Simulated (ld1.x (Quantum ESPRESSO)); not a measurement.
## Logarithmic derivatives: B (Z = 5), RRKJ

```
Element                 : boron
Generator               : ld1.x (Quantum ESPRESSO) 7.5
Type                    : norm-conserving RRKJ (Kleinman–Bylander form)
Functional              : PBE
Relativity              : scalar-relativistic
Frozen core             : [He]
Valence charge          : 3
Reference configuration : 2s2 2p1
Partial waves           : 2s (bound): rc 1.30 bohr; 2p (bound): rc 2.35 bohr
Local potential         : the p channel
Core correction         : none
```

The phase is arctan(r·u′/u) with u = r·R(r), unwrapped; energies in Ry, scanned from -3 to 5 Ry. A pole is an energy at which the radial function vanishes at the test radius. The pseudo phase is shifted by a multiple of π to meet the all-electron one at the reference energy, and phase errors are pseudo minus all-electron; the curves can meet again beyond the range given. Levels narrower than the energy grid can be missing from the lists of poles.

Question: For each channel, where are the poles, and over which energies does the pseudopotential scatter like the atom?

Answer:

| channel | radius (bohr) | reference energy (Ry) | poles, all-electron | poles, pseudo | unbroken range about the reference energy with phases within 0.05 rad | phase error 1 Ry above the reference energy (rad) |
| --- | --- | --- | --- | --- | --- | --- |
| s | 2.55 | -0.69 | -0.01 | -0.00 | below 1.9 | +0.005 |
| p | 2.55 | -0.27 | 0.41 | 0.44 | below 1.4 | +0.016 |

Phases in the p channel:

| E (Ry) | all-electron | pseudo |
| --- | --- | --- |
| -3.00 | 1.328 | 1.330 |
| -2.52 | 1.301 | 1.303 |
| -2.04 | 1.262 | 1.264 |
| -1.56 | 1.198 | 1.201 |
| -1.08 | 1.064 | 1.069 |
| -0.60 | 0.581 | 0.586 |
| -0.12 | -1.079 | -1.077 |
| 0.36 | -1.546 | -1.538 |
| 0.84 | -1.711 | -1.692 |
| 1.32 | -1.847 | -1.806 |
| 1.80 | -2.052 | -1.947 |
| 2.28 | -2.582 | -2.212 |
| 2.76 | -3.751 | -2.921 |
| 3.24 | -4.300 | -3.914 |
| 3.72 | -4.492 | -4.317 |
| 4.20 | -4.588 | -4.481 |
| 4.68 | -4.649 | -4.570 |
